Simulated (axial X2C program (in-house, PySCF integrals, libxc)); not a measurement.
**Curves of TiH⁺ from open-shell CI on d2 s0 p(π)0**

Computed with an in-house all-electron X2C program for linear molecules (integrals from PySCF): two-component X2C with atomic mean-field Coulomb and Gaunt terms, basis Ti dyall-v3z, H dyall-v3z (cores contracted in-house). Orbitals come from Hartree–Fock averaged over the configuration Ti d2 s0 p(π)0; CI then distributes these electrons over the d, s, p(π) shells of Ti.

Scan along the bond; masses Ti 47.948 u, H 1.008 u. Energies in cm⁻¹ from the lowest point; levels are followed by energy order within each Ω. Lowest level at 1.763 Å: 100% d2.

```json
{"R (Å)": "1.640", "(1)Ω=2": "747", "(1)Ω=3": "894", "(1)Ω=4": "1041", "(1)Ω=0": "1883", "(1)Ω=1": "1899"}
{"R (Å)": "1.701", "(1)Ω=2": "174", "(1)Ω=3": "323", "(1)Ω=4": "471", "(1)Ω=0": "1307", "(1)Ω=1": "1325"}
{"R (Å)": "1.763", "(1)Ω=2": "0", "(1)Ω=3": "150", "(1)Ω=4": "300", "(1)Ω=0": "1125", "(1)Ω=1": "1145"}
{"R (Å)": "1.834", "(1)Ω=2": "210", "(1)Ω=3": "361", "(1)Ω=4": "513", "(1)Ω=0": "1321", "(1)Ω=1": "1344"}
{"R (Å)": "1.904", "(1)Ω=2": "758", "(1)Ω=3": "910", "(1)Ω=4": "1064", "(1)Ω=0": "1851", "(1)Ω=1": "1876"}
{"R (Å)": "1.983", "(1)Ω=2": "1692", "(1)Ω=3": "1846", "(1)Ω=4": "2001", "(1)Ω=0": "2760", "(1)Ω=1": "2789"}
{"R (Å)": "2.080", "(1)Ω=2": "3179", "(1)Ω=3": "3334", "(1)Ω=4": "3491", "(1)Ω=0": "4211", "(1)Ω=1": "4244"}
```

Problem. Fit the curves (1)Ω=2, (1)Ω=3, (1)Ω=4, (1)Ω=0, (1)Ω=1 near their minima.

Solution. From the open-shell CI curves, Te from the lowest:

```tsv
level	Te (cm⁻¹)	Re (Å)	ωe (cm⁻¹)
(1)Ω=2	0	1.762	1728.7
(1)Ω=3	150	1.762	1728.9
(1)Ω=4	300	1.761	1729.3
(1)Ω=0	1125	1.764	1713.4
(1)Ω=1	1145	1.763	1714.9
```

Without dynamic correlation distances can be off by several hundredths of an Å (long for ionic bonds, short for multiple bonds) and the wavenumbers are rough.

The 5 lowest curves are shown; the next is (2)Ω=0, from 1908 cm⁻¹.

Dynamic correlation is missing, so gaps between terms are too wide and other configurations may lie lower; the lowest level listed is that of this model, not necessarily the ground state. For d shells the ligand-field splittings (σ, π, δ) and their order can be off by a thousand cm⁻¹ or more. At most 6 roots were kept for each Ω > 0 (twice that for Ω = 0) within 3.2 eV of the lowest, so higher up levels can be missing between those listed; levels with Ω > 0 are doubly degenerate and listed once, Ω = 0 levels singly. Some active spinors are only partly of the character that their shell is named for, so the shell names and counts are nominal. States that fill the shells left empty in the average are placed too high.
